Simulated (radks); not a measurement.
The numbers below are computed, except where a source is named.
Coulomb parameter of the 4d shell of the technetium ion Tc2+ in the model configuration [Kr] 4d3.5 5s1.5, as a second difference U = [E(n + 0.5) + E(n - 0.5) - 2 E(n)] / (0.5)^2 with all orbitals relaxed. "Bare": the charge of the atom changes with n. "Screened": the 5s shell takes up the change at fixed total charge, which measures U(4d,4d) + U(5s,5s) - 2 U(4d,5s). Level of theory: scalar-relativistic Kohn-Sham, BLYP, spin-unpolarised, spherical densities, finite nucleus; Fermi nuclear charge, rms radius 4.4112 fm (a radial shooting solver on a logarithmic mesh with Libxc functionals).

\begin{tabular}{lrr}
case & configuration & E - E(n) (eV) \\ \hline
start & [Kr] 4d3.5 5s1.5 & 0.000 \\
bare +0.5 & [Kr] 4d4 5s1.5 & -12.030 \\
bare -0.5 & [Kr] 4d3 5s1.5 & 15.171 \\
screened +0.5 & [Kr] 4d4 5s1 & -2.968 \\
screened -0.5 & [Kr] 4d3 5s2 & 3.433 \\
\end{tabular}

U(bare) = 12.567 eV, U(screened by 5s) = 1.859 eV, against the Slater integral F0(4d,4d) = 16.069 eV with frozen orbitals.
